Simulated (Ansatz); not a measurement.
A nudged elastic band was laid between two geometries of AlF$_{3}$H$_{2}$O (7 atoms, charge 0, multiplicity 1).

All numbers below come from RHF/def2-SVP in Ansatz.

```
movable images  : 5
climbing image  : yes
spring          : 50.0 eV/Å²
optimiser       : quadratic models (default)
start path      : through a guess of the saddle point
force threshold : 0.05 eV/Å
iteration limit : 60
end points      : relaxed
```

First end point:

```xyz
7
Properties=species:S:1:pos:R:3
Al 0.041 -0.021 0.118
F -0.038 0.611 1.644
F 1.445 0.203 -0.714
F -1.351 -0.097 -0.771
O 0.052 -1.886 0.661
H -0.596 -2.462 0.270
H 0.127 -2.071 1.590
```

Last end point:

```xyz
7
Properties=species:S:1:pos:R:3
Al -0.030 -0.404 -0.143
F 0.049 -0.044 1.796
F 1.400 0.167 -0.718
F -1.397 0.361 -0.643
O -0.127 -2.005 0.441
H -0.210 -2.854 0.048
H -0.005 -0.943 2.018
```

Question: What changes between the two ends?

Answer: Bonds broken: O5–H7. Bonds formed: F2–H7.

Question: What energy profile does the band end with?

Answer: The run converged. The highest image is number 4 of 0 to 6, 128.3 kJ/mol above the first end and 13.5 kJ/mol above the last; the last end lies 114.8 kJ/mol above the first. Another band between the same ends (5 images) ends at a top of the same energy, where a vibrational analysis finds 1 clearly imaginary mode. The orbitals stay closed-shell, which can raise the energy where a bond breaks towards radicals; this wasn't checked here.

```tsv
image	path coordinate (Å)	energy (kJ/mol)	O5–H7 (Å)	F2–H7 (Å)
0	0.00	0.0	0.95	2.69
1	0.39	1.3	0.95	2.43
2	0.77	12.5	0.96	2.00
3	1.16	59.8	1.01	1.51
4	1.55	128.3	1.30	1.07
5	1.88	117.8	1.66	0.95
6	2.22	114.8	1.90	0.93
```

Question: What is the geometry of the highest image?

Answer: 
```xyz
7
Properties=species:S:1:pos:R:3:forces:R:3
Al 0.019 -0.279 -0.092 0.00 0.00 0.00
F 0.024 -0.099 1.760 0.00 0.01 0.00
F 1.440 0.239 -0.725 0.00 0.00 0.00
F -1.386 0.276 -0.735 0.00 0.00 0.00
O -0.022 -1.922 0.578 -0.01 0.01 -0.01
H -0.361 -2.777 0.377 0.00 -0.01 0.00
H -0.034 -1.159 1.634 0.00 -0.01 0.00
```

Run time: 66 s on 1 thread of Arm Neoverse V2, on a shared host, peak memory 0.15 GiB.
